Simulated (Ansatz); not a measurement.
Calculated with Ansatz (gas phase, PBE0-D4/def2-TZVP geometries, no zero-point term in ΔE). CBS: MP2 limit from def2 TZ/QZ plus the TZ coupled-cluster correction, frozen cores. This one scheme is used for every species, atoms too. For atomizations the MP2-based limit and the directly extrapolated one differ by several kJ/mol either way, and by 10 to 25 for some Ge, Se and Sn compounds, so smaller differences from it don't rank the levels. Functionals use def2-TZVPP. No spin–orbit coupling; open shells (•) take unrestricted orbitals. Spin–orbit coupling would lower the free atoms: a little for C, Cl, F, Si.

Reaction (atomization): `FC([SiH3])(Cl)Cl` → C• + 2 Cl• + F• + 3 H• + Si•

`FC([SiH3])(Cl)Cl`:

Z-matrix (Å, degrees):
```
C
Si 1 1.918
Cl 1 1.776 2 109.7
F 1 1.353 2 111.7 3 119.6
Cl 1 1.775 2 109.7 3 -120.7
H 2 1.481 1 107.4 3 -179.5
H 2 1.479 1 107.1 3 60.4
H 2 1.481 1 107.4 3 -59.7
```

```csv
level,ΔE (kcal/mol)
PBE,596.4
HF/def2-TZVPP,404.8
```

Q: What does CCSD(T)/CBS give? (Estimate.)

A: Computed: +586.0 kcal/mol. The listed levels differ from it by 10.4, -181.2 kcal/mol.

Q: What do rigid-rotor, harmonic-oscillator terms from PBE0-D4/def2-TZVP frequencies (298.15 K, 1 bar) make of the CCSD(T)/CBS value? (An estimate is asked.)

A: The calculation gave: ΔZPE = -22.3 kcal/mol, ΔH = +570.8 kcal/mol, ΔS = 824 J/(mol·K), ΔG = +512.1 kcal/mol. Open shells count their whole term as degenerate.

Largest T1 diagnostic among the species: 0.012.

From BLYP to BHLYP (50 % exact exchange), in def2-TZVPP and without D4, ΔE moves by −18.2 kcal/mol: exact exchange takes away binding that semilocal exchange gives to molecules. The D4 term adds +8.8 kcal/mol with B3LYP and +4.6 kcal/mol with PBE0; it sums over pairs of atoms, weighted by their polarisabilities, and B3LYP, whose exchange is more repulsive, gets the larger term. At CCSD(T), def2-SVP lies −44.5 kcal/mol from the extrapolated value and def2-TZVPP −19.8 kcal/mol: correlation converges slowly with the basis, and small sets miss more of it in the bonded molecule than in its fragments.

B3LYP here is the variant with VWN-RPA as its local correlation; programs differ in this.
